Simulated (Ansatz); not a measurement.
Cost and result up the ladder for (BeS)6 ring (Be6S6) (12 atoms). The state is a singlet with charge 0. Geometry: B3LYP-D4/def2-SVP.

```csv
atom,x (Å),y (Å),z (Å)
Be1,2.301,1.141,0.957
S2,1.647,2.853,0.458
Be3,-0.083,2.487,1.150
S4,-1.813,2.102,1.830
Be5,-2.381,1.343,0.185
S6,-2.929,0.563,-1.457
Be7,-2.298,-1.151,-0.941
S8,-1.636,-2.851,-0.419
Be9,0.080,-2.484,-1.142
S10,1.794,-2.084,-1.853
Be11,2.380,-1.337,-0.209
S12,2.936,-0.581,1.441
```

Ansatz on 4 threads of Arm Neoverse V2 on a shared host. Times are rough, and most runs start from the orbitals of an earlier one. PBE0-D4/def2-TZVP serves as the yardstick here, not as an exact answer. Differences are given only for rows in sets of like size (and for xTB, whose basis is part of the method), since another set adds its own error. Binding counts from free atoms at the same level (Be singlet, S triplet; other spins of the atoms weren't run), without zero-point energy or a counterpoise term.

LC-ωPBE has ω = 0.4 bohr⁻¹. Correlated methods freeze 30 core orbitals. The rows differ in basis, and correlated rows in double-zeta sets carry the largest basis error.

Correlated methods converge slowly with the basis, most of all in double-zeta sets.

```tsv
level	functions	binding energy per atom (eV)	difference from PBE0-D4/def2-TZVP (eV)
LC-ωPBE/def2-TZVP	336	3.68	-0.08
B97M-V/def2-TZVPD	408	3.77	0.00
r2SCAN-D4/def2-TZVP	336	3.84	0.07
CCSD(T)/def2-SVP	162	3.09	–
PBE-D4/def2-TZVP (with forces)	336	3.82	0.06
PBE0-D4/def2-TZVP	336	3.77	0.00
HF/STO-3G	84	3.78	–
r2SCANh-D4/def2-TZVP	336	3.81	0.04
PBE0-D4/def2-SVP	162	3.76	–
PBE-D4/def2-TZVPD	408	3.83	0.06
RPA@PBE/def2-TZVP	336	3.09	-0.67
PBE-D4/def2-SVP	162	3.83	–
B97M-V/def2-TZVP	336	3.76	-0.01
MP2/def2-TZVP	336	3.65	-0.12
```

Estimate how long each takes.

HF/STO-3G 0.9 s; PBE-D4/def2-SVP 2.6 s; PBE0-D4/def2-SVP 4.2 s; PBE-D4/def2-TZVP (with forces) 8 s; LC-ωPBE/def2-TZVP 12 s; MP2/def2-TZVP 13 s; PBE-D4/def2-TZVPD 15 s; r2SCAN-D4/def2-TZVP 15 s; PBE0-D4/def2-TZVP 17 s; RPA@PBE/def2-TZVP 18 s; r2SCANh-D4/def2-TZVP 23 s; B97M-V/def2-TZVP 30 s; B97M-V/def2-TZVPD 46 s; CCSD(T)/def2-SVP 57 s. On shared hardware such times vary by a factor of up to 3.
